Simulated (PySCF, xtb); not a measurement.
CH3F3Sn, SMILES F[C](F)([SnH3])F.

Harmonic wavenumbers (cm⁻¹) from xtb with GFN2-xTB at its own minimum, in rising order: 33, 172, 172, 239, 413, 413, 480, 480, 604, 637, 678, 679, 1035, 1035, 1082, 1616, 1839, 1839.

**Question.** What does B3LYP-D3(BJ)/def2-SVP (PySCF 2.14.0) give at its own minimum? (An estimate is asked for; the answer gives what the named calculation found.)

**Answer.** 80, 178, 178, 253, 442, 442, 533, 533, 671, 712, 712, 725, 1147, 1147, 1167, 1923, 1939, 1939. Paired by order, the mean absolute difference is 71 cm⁻¹ and the zero-point energies are 19.2 and 21.0 kcal/mol.
